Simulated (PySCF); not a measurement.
## Electric field gradients and quadrupole coupling constants

Compound: C6H6N4.
Atom-mapped SMILES: `[CH3:1][c:2]1[n:3][n:4][c:5]([CH3:6])[c:7]([C:8]#[N:9])[n:10]1` (hydrogens: H11, H12, H13 on C1; H14, H15, H16 on C6)

Geometry (GFN2-xTB, Å), atoms numbered from 1 in this order:
```
atom  x, y, z in Å
C1     2.9971   -0.3424    0.2504
C2     1.5448   -0.0297    0.2653
N3     1.1771    1.2444    0.2486
N4    -0.0827    1.5499    0.1784
C5    -1.0101    0.6078    0.1554
C6    -2.4339    1.0181    0.0359
C7    -0.5993   -0.7416    0.2798
C8    -1.5685   -1.7754    0.3757
N9    -2.4049   -2.5560    0.4327
N10    0.6867   -1.0493    0.3162
H11    3.3169   -0.5060   -0.7784
H12    3.5579    0.4931    0.6585
H13    3.1856   -1.2520    0.8137
H14   -2.4875    2.0970   -0.0804
H15   -2.8983    0.5312   -0.8209
H16   -2.9884    0.7198    0.9253
```

Field gradients from the PBE0/pcSseg-1 density (PySCF, non-relativistic), principal values in atomic units, ordered |Vxx| ≤ |Vyy| ≤ |Vzz|:

```
atom     Vxx     Vyy      Vzz
  N3  0.5392  0.7383  -1.2775
  N4  0.4891  0.8322  -1.3213
  N9  0.4819  0.5499  -1.0318
 N10  0.3351  0.8224  -1.1575
```

Question: Find the asymmetry η = (Vxx − Vyy)/Vzz and the couplings χ = eQV/h (234.96 MHz × Q in barn × V in au), with Q(14N) = 0.02044 b.

Answer: 
```csv
atom,environment,nucleus,η,χzz (MHz),χxx (MHz),χyy (MHz)
N3,pyridine-type nitrogen,14N,0.16,-6.14,2.59,3.55
N4,pyridine-type nitrogen,14N,0.26,-6.35,2.35,4.00
N9,nitrile nitrogen,14N,0.07,-4.956,2.315,2.641
N10,pyridine-type nitrogen,14N,0.42,-5.56,1.61,3.95
```

The tensor is traceless: Vxx + Vyy + Vzz = 0.

Question: What is Vzz at N4 in SI units (1 au = 9.71736 × 10²¹ V/m²)?

Answer: -1.3213 au = -12.839 × 10²¹ V/m².

Question: What couplings would deuterons (Q(2H) = 0.00286 b) have in place of the hydrogens, at this geometry?

Answer: 
| atom | bonded to | bond length (Å) | Vzz (au) | η | χzz (kHz) |
| --- | --- | --- | --- | --- | --- |
| H11 | C1 | 1.090 | 0.3097 | 0.04 | 208 |
| H12 | C1 | 1.086 | 0.3124 | 0.03 | 210 |
| H13 | C1 | 1.086 | 0.3118 | 0.04 | 210 |
| H14 | C6 | 1.086 | 0.3101 | 0.02 | 208 |
| H15 | C6 | 1.089 | 0.3069 | 0.05 | 206 |
| H16 | C6 | 1.090 | 0.3067 | 0.04 | 206 |

Isolated species at its GFN2-xTB geometry, gas phase. GFN2-xTB bond lengths can be off by several hundredths of an ångström, more for odd bonds, and the gradients follow them. The basis is small and wasn't made for field gradients, so the couplings can be 20 % off.

These values come from a run that also computed NMR shieldings. Cost: about 90 s of CPU time on one thread; the machine was shared, so the figure is rough.
